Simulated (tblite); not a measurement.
Compound: CF3SO3H.
Numbering: `[O:1]=[S:2](=[O:3])([OH:4])[C:5]([F:6])([F:7])[F:8]` (hydrogens: H9 on O4)

Structure used (GFN2-xTB), in Å, numbered top down from 1:
```xyz
9
CHF3O3S angstrom
O     -0.9310    0.0327    1.6154
S     -0.7882   -0.2588    0.2336
O     -1.3972   -1.3894   -0.3512
O     -1.1358    1.0362   -0.6081
C      1.0390   -0.3156   -0.1473
F      1.5650    0.8480    0.2243
F      1.6387   -1.2915    0.5124
F      1.2319   -0.4772   -1.4450
H     -1.2090    1.8215   -0.0593
```

Computed values, GFN2-xTB/tblite, gas phase, harmonic and unscaled. Errors from tens to a few hundred cm⁻¹ against measured bands are possible. One conformer, not necessarily the lowest.

Harmonic wavenumbers (cm⁻¹): 42.0, 122.1, 122.6, 257.1, 273.1, 297.4, 311.8, 393.4, 440.9, 476.0, 478.1, 523.0, 677.9, 767.9, 870.2, 1077.8, 1126.6, 1147.5, 1185.4, 1348.6, 3557.8.

A = 2673, B = 1565, C = 1547 MHz; mass 149.960 u (most abundant isotopes); point group C1, symmetry number 1.

Q: Zero-point energy?

A: ½Σν̃ = 7749 cm⁻¹ = 92.69 kJ/mol.

Q: Entropy at 298.15 K, 1 bar (ideal gas, RRHO, classical rotation)?

A: Translation 171.34, rotation 118.40, vibration 92.67: S = 382.4 J/(mol K).

Q: And Cp and H(298.15 K) − H(0)?

A: Cp = 127.69 J/(mol K), of which vibrations give 94.43 (their classical limit is 21 R = 174.6); H(298.15 K) − H(0) = 24.73 kJ/mol without the zero-point energy, 14.82 from vibrations.

Q: Which modes carry the vibrational entropy at 298.15 K?

A: 42.0 cm⁻¹: 21.60; 122.1 cm⁻¹: 12.83; 122.6 cm⁻¹: 12.80; 257.1 cm⁻¹: 7.03; 273.1 cm⁻¹: 6.60; 297.4 cm⁻¹: 5.99 J/(mol K); the other 15 give 25.82 together.

Q: Blend soft modes into free rotors: weight 1/[1 + (100 cm⁻¹/ν̃)⁴] for the oscillator and the rest for a rotor with moment μB/(μ + B), μ = h/(8π²ν), B = 10⁻⁴⁴ kg m². What vibrational entropy results?

A: 85.85 J/(mol K) in place of 92.67, which changes −T·S at 298.15 K by +2.03 kJ/mol.

Q: How do the functions run with temperature in this model?

A: 
| T (K) | S (J/(mol K)) | Cp (J/(mol K)) | H − H(0) (kJ/mol) | G − H(0) (kJ/mol) | ln q(vib) |
| --- | --- | --- | --- | --- | --- |
| 150 | 309.4 | 86.0 | 8.64 | -37.77 | 2.19 |
| 250 | 360.9 | 116.4 | 18.85 | -71.38 | 4.20 |
| 400 | 422.7 | 146.5 | 38.75 | -130.34 | 7.17 |
| 600 | 486.8 | 168.9 | 70.53 | -221.57 | 10.77 |
| 900 | 558.7 | 184.6 | 123.89 | -378.98 | 15.38 |

q(vib) and H(0) count from the zero-point level.

Hindered rotation and anharmonicity are outside this model. Other conformers, if any are populated, would add a mixing term that is left out. The structure is chiral; the term R ln 2 for an equal mix with its mirror image is left out.
